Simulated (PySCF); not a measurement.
C₂H₇BFN, SMILES CB(F)NC.

The structure is a stationary point at B3LYP-D3(BJ)/def2-SVP. This is a generated structure with no PubChem entry under its InChIKey; it may be hypothetical. One conformer was computed; it need not be the lowest.

The numbers are results of PySCF with TDA-ωB97X/def2-SVPD, not measurements.

Vertical excitations.  State labels are in the subgroup Cs.

```json
[
 {"state": "S1", "symmetry": "A\"", "energy (eV)": "7.21", "λ (nm)": "172", "f": "0.004", "main pairs": "HOMO→LUMO 81 %"},
 {"state": "S2", "symmetry": "A\"", "energy (eV)": "8.63", "λ (nm)": "144", "f": "0.015", "main pairs": "HOMO→LUMO+2 49 %, HOMO→LUMO+1 38 %"},
 {"state": "S3", "symmetry": "A'", "energy (eV)": "8.77", "λ (nm)": "141", "f": "0.455", "main pairs": "HOMO→LUMO+3 92 %"},
 {"state": "S4", "symmetry": "A\"", "energy (eV)": "8.82", "λ (nm)": "141", "f": "0.010", "main pairs": "HOMO→LUMO+1 49 %, HOMO→LUMO+2 29 %, HOMO→LUMO 9 %"},
 {"state": "S5", "symmetry": "A\"", "energy (eV)": "9.26", "λ (nm)": "134", "f": "0.014", "main pairs": "HOMO−1→LUMO+3 91 %"},
 {"state": "S6", "symmetry": "A'", "energy (eV)": "9.33", "λ (nm)": "133", "f": "0.069", "main pairs": "HOMO−1→LUMO 88 %"},
 {"state": "S7", "symmetry": "A'", "energy (eV)": "9.69", "λ (nm)": "128", "f": "0.027", "main pairs": "HOMO→LUMO+6 88 %"},
 {"state": "S8", "symmetry": "A\"", "energy (eV)": "10.01", "λ (nm)": "124", "f": "0.029", "main pairs": "HOMO→LUMO+4 42 %, HOMO→LUMO+5 22 %, HOMO→LUMO+9 11 %, HOMO→LUMO+11 11 %"},
 {"state": "S9", "symmetry": "A\"", "energy (eV)": "10.16", "λ (nm)": "122", "f": "0.010", "main pairs": "HOMO→LUMO+5 51 %, HOMO→LUMO+9 19 %, HOMO→LUMO+4 11 %"},
 {"state": "S10", "symmetry": "A'", "energy (eV)": "10.51", "λ (nm)": "118", "f": "0.045", "main pairs": "HOMO−2→LUMO 56 %, HOMO−2→LUMO+1 12 %, HOMO−1→LUMO+1 10 %"},
 {"state": "T1", "symmetry": "A'", "energy (eV)": "6.91", "λ (nm)": "180", "f": "0", "main pairs": "HOMO→LUMO+3 91 %"},
 {"state": "T2", "symmetry": "A\"", "energy (eV)": "7.12", "λ (nm)": "174", "f": "0", "main pairs": "HOMO→LUMO 77 %"},
 {"state": "T3", "symmetry": "A\"", "energy (eV)": "8.47", "λ (nm)": "146", "f": "0", "main pairs": "HOMO→LUMO+2 41 %, HOMO→LUMO+1 40 %, HOMO→LUMO+4 7 %"},
 {"state": "T4", "symmetry": "A\"", "energy (eV)": "8.58", "λ (nm)": "145", "f": "0", "main pairs": "HOMO−1→LUMO+3 91 %"}
]
```
Triplets are in the Tamm–Dancoff approximation.
Roots above 9.9 eV, the ΔSCF ionisation energy, lie in the ionisation continuum and depend on the basis.
